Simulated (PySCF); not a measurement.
CH5NSi, SMILES C[Si]N (connectivity only; charge and spin as stated), neutral, multiplicity 1.

The structure is a stationary point at TPSSh-D3(BJ)/def2-TZVP. Other conformers were not sampled.

All values below come from TDA-B3LYP/def2-SVPD (PySCF).

Vertical excitations. 

Computed lowest excited states:
```csv
state,energy (eV),λ (nm),f,main pairs
S1,4.01,309,0.059,HOMO→LUMO 96 %
S2,5.45,227,0.038,HOMO→LUMO+1 94 %
S3,5.96,208,0.195,HOMO→LUMO+2 95 %
S4,6.62,187,0.254,"HOMO−1→LUMO 72 %, HOMO→LUMO+3 14 %"
S5,6.64,187,0.112,"HOMO→LUMO+3 80 %, HOMO−1→LUMO 14 %"
S6,6.92,179,0.132,HOMO→LUMO+4 87 %
S7,6.99,177,0.022,HOMO−2→LUMO 87 %
S8,7.24,171,0.046,HOMO−1→LUMO+1 96 %
S9,7.54,164,0.132,"HOMO→LUMO+5 77 %, HOMO→LUMO+6 14 %"
S10,7.79,159,0.035,"HOMO−1→LUMO+2 51 %, HOMO→LUMO+7 29 %, HOMO→LUMO+6 15 %"
T1,2.44,508,0,HOMO→LUMO 99 %
T2,4.71,263,0,"HOMO→LUMO+1 58 %, HOMO→LUMO+2 30 %"
T3,4.84,256,0,HOMO−1→LUMO 95 %
T4,5.31,234,0,"HOMO→LUMO+2 60 %, HOMO→LUMO+1 36 %"
```
Triplets are in the Tamm–Dancoff approximation.
